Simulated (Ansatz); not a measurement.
Ansatz (an electronic-structure program) input:

Ansatz 0.2 input:
```yaml
crystal:
  periodic: [false, false, false]
  atoms:
    - {symbol: Si, position_ang: [-0.57017706, 0.19594470, 0.04177814]}
    - {symbol: F, position_ang: [1.09800423, -0.13006775, -0.13298297]}
    - {symbol: H, position_ang: [-1.10814308, -1.01629946, -0.77663812]}
    - {symbol: H, position_ang: [-0.79141613, -0.55631659, 1.38859095]}
basis:
  gaussian:
    orbitals: def2-TZVPD
hamiltonian:
  xc: {name: SVWN5}
total_charge: -1
output: {forces: true}
```

Q: Which total energy does the run end on?

A: -388.83346 Eh (SVWN5/def2-TZVPD). The basis has 101 functions.

It need not be the lowest isomer of its formula. Whether it binds its extra electron was not tested at this geometry.
